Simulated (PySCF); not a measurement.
# MF3+ across group 4

Level: PBE0, basis family def2-TZVP, scalar-relativistic core potentials from Rb on and no relativity for lighter atoms.

Each entry is the lowest minimum that a search over a few typed start shapes (and spin states, where more than one is plausible) found, or that minimum re-optimised at the stated level; isomers with ligand–ligand bonds, or fragments after loss of a ligand pair, can lie lower. Open shells are unrestricted; no spin–orbit coupling; PySCF with density fitting.

```csv
molecule,2S+1,point group,mean bond to the central atom (Å),distinct angles (°),dipole (D),polar-tensor charge of the central atom
TiF₃⁺,?,?,?,?,?,?
ZrF₃⁺,1,C3v,1.836,110,4.74,2.95
HfF₃⁺,1,C3v,1.840,109,4.79,2.90
```

Q: Fill in the row of TiF₃⁺.

A: 2S+1: 1; point group: C3v; mean bond to the central atom (Å): 1.687; distinct angles (°): 113; dipole (D): 3.63; polar-tensor charge of the central atom: 2.69.

The bond lengthens at every step; the largest change, 0.149 Å, falls between TiF₃⁺ and ZrF₃⁺ among the members listed.

The 4d and 5d members differ by only 0.004 Å, the mark of the lanthanide contraction and relativistic shrinkage of 6s.

Spin–orbit coupling can matter for HfF₃⁺.

Left out of the table are members whose search was unfinished or whose lowest solution was spin-contaminated, unstable, very soft or bonded differently.
